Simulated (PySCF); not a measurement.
C₆H₈N₂.
Numbering: `[CH3:1][NH:2][c:3]1[cH:4][cH:5][cH:6][cH:7][n:8]1` (hydrogens: H9, H10, H11 on C1; H12 on N2; H13 on C4; H14 on C5; H15 on C6; H16 on C7)

Method used: PBE0-D3(BJ)/def2-SVP geometry optimisation, gas phase in PySCF 2.14.0.

(1) List the bond lengths, angles and torsions at this level.

Results:

(1) 
| bond | length (Å) |
| --- | --- |
| C1–N2 | 1.430 |
| N2–C3 | 1.362 |
| C3–C4 | 1.413 |
| C4–C5 | 1.387 |
| C5–C6 | 1.396 |
| C6–C7 | 1.394 |
| C7–N8 | 1.326 |
| C3–N8 | 1.340 |
| C1–H9 | 1.107 |
| C1–H10, C1–H11 | 1.101 |
| N2–H12 | 1.011 |
| C4–H13 | 1.090 |
| C5–H14 | 1.093 |
| C6–H15 | 1.091 |
| C7–H16 | 1.097 |

Bonds in one row agree within 0.01 Å and their mean is given. A selection of angles:
| angle | degrees |
| --- | --- |
| C1–N2–C3 | 124.7 |
| N2–C3–C4 | 122.3 |
| N2–C3–N8 | 115.6 |
| C4–C3–N8 | 122.1 |
| C3–C4–C5 | 118.1 |
| C4–C5–C6 | 119.9 |
| C5–C6–C7 | 117.2 |
| C6–C7–N8 | 124.2 |
| C3–N8–C7 | 118.5 |
| H12–N2–C1 | 120.2 |
| H12–N2–C3 | 114.1 |

Dihedral angles: C1–N2–C3–C4 6° (synperiplanar). The mirror-image conformer, all signs reversed, is as good.

The 4 C–C bonds span 1.387 Å (C4–C5, aromatic) to 1.413 Å (C3–C4, aromatic), a spread of 0.026 Å. Of the pairs four or more bonds apart, C1···H13 is among the closest relative to their van der Waals radii: 2.64 Å, 91 % of the sum of Bondi's values. N8 (pyridine-type nitrogen) is bent (angle 118.5°). N2 (aniline-type nitrogen) is almost planar (angles 124.7°, 120.2° and 114.1°, sum 358.9°, 0.07 Å off the plane of its three neighbours). The C–N distances run from 1.326 Å (C7–N8, aromatic) to 1.430 Å (C1–N2, drawn single), a spread of 0.104 Å. The 6-membered ring C3–C4–C5–C6–C7–N8 has internal angles of 117.2° to 124.2°; it is planar, 0.00 Å rms from its mean plane, widest ring torsion 1°.

Point group: near Cs, missed by 0.23 Å at most; the miss may be what the optimiser left on a soft mode. Not checked by PBE0-D3(BJ)/def2-SVP frequencies. The numbers are those of one conformer.
